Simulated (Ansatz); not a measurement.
A made-up structure of CdH₂SO, singlet:

| atom | x (Å) | y (Å) | z (Å) |
| --- | --- | --- | --- |
| O1 | -0.4267 | -1.3326 | 0.9677 |
| Cd2 | -0.2335 | 0.0725 | 0.1868 |
| S3 | 0.0003 | 1.7910 | -0.5918 |
| H4 | -0.7073 | -1.9543 | 0.2699 |
| H5 | 1.3672 | 1.4233 | -0.8325 |

It is relaxed with PBE-D4/def2-SVP and then PBE0-D4/def2-TZVP (Ansatz 0.2.0). Atoms count as bonded within 1.22 times the sum of their covalent radii (H–H: 0.88 Å). The end point is not checked to be a true minimum.

Does its bonding change? (Judge from chemistry; the calculation decides.)

The calculation gives: Yes. Formed: none; broken: Cd2–H4.

Where it ends: The first stage lowers the energy by 4.75 eV in 7 steps. It ends as CdH₂SO ([OH][Cd][SH]):
O1  (-0.565, -1.678, 1.073)
Cd2  (-0.224, 0.043, 0.182)
S3  (0.184, 2.131, -0.739)
H4  (-0.873, -2.358, 0.470)
H5  (1.478, 1.861, -0.986)
(Å)

Labels in which every atom is bracketed show which atoms are joined, not bond orders.

For scale, one of the runs: PBE0-D4/def2-TZVP relaxation, 120 basis functions, launched by `ansatz run in.yaml --threads 2 --pin off --events-out ev --progress --plain --max-ram 4352MiB`. Hardware: 2 CPU threads of an Arm Neoverse V2, shared host. Wall time about 15 s.
